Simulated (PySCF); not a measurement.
CH₁₂N₂Si₃, SMILES N([SiH3])[SiH](N[SiH3])C. The structure is a stationary point at PBE-D3(BJ)/def2-SVP. The values are those of a single conformer.

Computed equilibrium geometry at PBE-D3(BJ)/def2-SVP (PySCF confirms it by a frequency run) as bond lengths and angles (one conformer of several):
Atoms: Si1 C2 N3 Si4 N5 Si6 H7 H8 H9 H10 H11 H12 H13 H14 H15 H16 H17 H18. Bonded distances (Å): Si1–C2 1.881, Si1–N3 1.756, Si1–N5 1.753, Si1–H7 1.509, C2–H8 1.109, C2–H9 1.110, C2–H10 1.109, N3–Si4 1.756, N3–H11 1.025, Si4–H12 1.508, Si4–H13 1.504, Si4–H14 1.506, N5–Si6 1.755, N5–H15 1.023, Si6–H16 1.506, Si6–H17 1.510, Si6–H18 1.505. Bond angles (°): C2–Si1–N3 106.9, C2–Si1–N5 114.1, C2–Si1–H7 109.7, N3–Si1–N5 106.0, N3–Si1–H7 113.2, N5–Si1–H7 107.0, Si1–C2–H8 110.0, Si1–C2–H9 111.7, Si1–C2–H10 111.1, H8–C2–H9 107.8, H8–C2–H10 107.7, H9–C2–H10 108.4, Si1–N3–Si4 129.3, Si1–N3–H11 115.9, Si4–N3–H11 114.7, N3–Si4–H12 112.9, N3–Si4–H13 107.2, N3–Si4–H14 111.9, H12–Si4–H13 108.6, H12–Si4–H14 107.0, H13–Si4–H14 109.1, Si1–N5–Si6 123.9, Si1–N5–H15 118.9, Si6–N5–H15 117.0, N5–Si6–H16 107.5, N5–Si6–H17 114.0, N5–Si6–H18 111.1, H16–Si6–H17 107.6, H16–Si6–H18 109.2, H17–Si6–H18 107.3.
